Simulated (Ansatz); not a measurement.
CdCl$_{2}$, charge +1, doublet, geometry from GFN2-xTB (such geometries of metal compounds can be far from the true shape) (a state made from the parent by changing its charge; the spin is typed, not shown lowest) (core potentials on Cd); B3LYP/def2-SVP in Ansatz (a program for electronic structure).

Input for Ansatz:
Ansatz 0.2 input:
```yaml
crystal:
  periodic: [false, false, false]
  atoms:
    - {symbol: Cd, position_ang: [-0.45611652, 0.20968775, -0.35721888]}
    - {symbol: Cl, position_ang: [1.81680333, 0.05012491, -0.79008748]}
    - {symbol: Cl, position_ang: [-0.52894491, -0.64218445, 1.79870550]}
basis:
  gaussian:
    orbitals: def2-SVP
hamiltonian:
  xc: b3lyp
total_charge: 1
magnetization: {spin_polarized: true, initial_magnetization: 1}
accuracy: high
```

Question: What does Ansatz print? Leave out banner, timings and long lists.

Answer: 
```
Functional definition: B3LYP
1287 factors; integrals over basis functions are off by at most 6.1e-9 eV
mean field evaluation 1: about -29587.4928 eV, gradient 3.5e1 eV
mean field evaluation 2: about -29561.4451 eV, gradient 7.3e1 eV
mean field evaluation 4: about -29594.8457 eV, gradient 2.8e0 eV
mean field evaluation 8: about -29595.0006 eV, gradient 3.6e-1 eV
mean field evaluation 16: about -29595.0120 eV, gradient 1.3e-2 eV
mean field evaluation 32: about -29595.0120 eV, gradient 2.2e-7 eV
mean field evaluation 64: about -29594.9263 eV, gradient 1.4e0 eV
mean field -29595.01203928 eV, -1087.5966322238 hartree, gradient 1.8e-8 eV, S^2 0.755395; 7 other end points of the search recorded, 0 dependent functions left out
reference -29595.01207211 eV, -1087.5966334304 hartree; 27, 26 occupied and 40, 41 virtual orbitals, 1287 factors
Total energy: -29595.01207211 eV, -1087.5966334304 hartree
```
